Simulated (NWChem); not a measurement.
Species: SiNH4Br; SMILES N[SiH2]Br

```xyz
7

Si     0.5603     1.0849     0.0000
N     -0.6986     2.2554     0.0000
Br    -0.0897    -1.0936     0.0000
H      1.3519     1.2618    -1.2364
H      1.3519     1.2618     1.2364
H     -1.2595     2.3881     0.8341
H     -1.2595     2.3881    -0.8341
```
Atoms are numbered in this order, from 1.

Results from NWChem. The geometry was optimised at B3LYP/6-31G* (spherical d).

Task: Taking TPSS/def2-TZVPP as the yardstick, which of these has the fewest basis functions while keeping “highest occupied level (eV)” within 0.1 eV of it: TPSS/def2-SVP; TPSS/def2-TZVP; TPSS/def2-SVPD?

Result: TPSS/def2-SVPD.
```
level            basis functions  highest occupied level (eV)
---------------  ---------------  ---------------------------
TPSS/def2-SVP                 84                        -6.44
TPSS/def2-SVPD               117                        -6.71
TPSS/def2-TZVP               140                        -6.64
TPSS/def2-TZVPP              177                        -6.65
```

The yardstick is one finite set, not the basis-set limit.
